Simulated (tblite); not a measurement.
C₅H₁₆Si₂.
Geometry (GFN2-xTB, Å), atoms numbered from 1 in this order:
```
atom  x, y, z in Å
C1     2.1077   -1.1175    0.2581
C2     1.0670   -0.2617    0.9669
C3     0.3565    0.7466    0.0604
Si4    1.5449    2.0360   -0.7003
C5    -0.4736    0.0826   -1.0442
Si6   -1.8414   -1.1159   -0.4686
C7    -2.8829   -0.3175    0.9033
H8     2.5842   -1.7928    0.9664
H9     1.6502   -1.7181   -0.5241
H10    2.8784   -0.4928   -0.1884
H11    0.3236   -0.9218    1.4244
H12    1.5568    0.2871    1.7767
H13   -0.3432    1.2950    0.7042
H14    2.5134    2.4798    0.3048
H15    2.2523    1.4765   -1.8542
H16    0.7507    3.1809   -1.1542
H17   -0.9479    0.8738   -1.6315
H18    0.1894   -0.4386   -1.7367
H19   -1.2815   -2.3871    0.0122
H20   -2.6992   -1.4051   -1.6276
H21   -3.7085   -0.9639    1.1851
H22   -3.3048    0.6298    0.5789
H23   -2.2969   -0.1283    1.7983
```

Level: GFN2-xTB in tblite, geometry and Hessian alike; calculated harmonic values, unscaled, isolated species. The method is semi-empirical: single wavenumbers can be off by several per cent or more. Modes of hydrogen on silicon can be 10 to 20 % off. One conformer, not necessarily the lowest.

Harmonic wavenumbers (cm⁻¹): 50.3, 62.8, 94.0, 123.1, 128.1, 149.0, 190.3, 219.2, 262.2, 275.5, 334.4, 451.1, 464.4, 537.2, 563.9, 573.7, 672.6, 697.0, 712.1, 762.5, 779.5, 788.6, 794.6, 805.7, 811.3, 826.8, 834.9, 845.7, 932.5, 1019.5, 1057.0, 1089.4, 1156.6, 1168.7, 1216.7, 1263.0, 1296.4, 1324.0, 1358.6, 1374.5, 1413.3, 1486.0, 1490.2, 1495.0, 1496.3, 1503.2, 1513.3, 2196.0, 2212.0, 2246.9, 2252.4, 2255.4, 2897.1, 2938.8, 2946.2, 2959.1, 2979.3, 3024.6, 3029.9, 3033.4, 3035.6, 3041.8, 3045.0.

A = 2376, B = 927.0, C = 804.9 MHz; mass 132.079 u (most abundant isotopes); point group C1, symmetry number 1.

Question: What is the zero-point energy?

Answer: Half the sum of the wavenumbers: 41279 cm⁻¹ = 118.02 kcal/mol.

Question: Entropy at 350 K, 1 bar (ideal gas, RRHO, classical rotation)?

Answer: Translation 41.37, rotation 30.06, vibration 43.31: S = 114.7 cal/(mol K).

Question: And Cp and H(350 K) − H(0)?

Answer: Cp = 52.32 cal/(mol K), of which vibrations give 44.37 (their classical limit is 63 R = 125.2); H(350 K) − H(0) = 10.70 kcal/mol without the zero-point energy, 7.92 from vibrations.

Question: How do the functions run with temperature in this model?

Answer: 
```
 T (K)  S (cal/(mol K))  Cp (cal/(mol K))  H − H(0) (kcal/mol)  G − H(0) (kcal/mol)  ln q(vib)
    50             59.7              14.8                 0.53                -2.46       0.59
   100             72.3              22.0                 1.46                -5.78       2.13
298.15            106.9              46.1                 8.15               -23.71       8.72
373.15            118.2              55.0                11.94               -32.16      11.16
   500            136.1              68.0                19.77               -48.30      15.24
   750            167.5              86.6                39.25               -86.36      22.95
  1000            194.2              99.2                62.57              -131.66      30.11
```

q(vib) and H(0) count from the zero-point level.

Question: Blend soft modes into free rotors: weight 1/[1 + (100 cm⁻¹/ν̃)⁴] for the oscillator and the rest for a rotor with moment μB/(μ + B), μ = h/(8π²ν), B = 10⁻⁴⁴ kg m². What vibrational entropy results?

Answer: 40.10 cal/(mol K) in place of 43.31, which changes −T·S at 350 K by +1.12 kcal/mol.

Question: Which modes carry the vibrational entropy at 350 K?

Answer: 50.3 cm⁻¹: 5.12; 62.8 cm⁻¹: 4.68; 94.0 cm⁻¹: 3.89; 123.1 cm⁻¹: 3.36; 128.1 cm⁻¹: 3.28; 149.0 cm⁻¹: 2.99 cal/(mol K); the other 57 give 19.97 together.

Hindered rotation and anharmonicity are outside this model. Other conformers, if any are populated, would add a mixing term that is left out. The structure is chiral; the term R ln 2 for an equal mix with its mirror image is left out.

Time: 1.8 s. Hardware: an Arm Neoverse N1 with one thread, shared host with 64 logical CPUs at a one-minute load of 59. This covers the Hessian and the dipole derivatives.
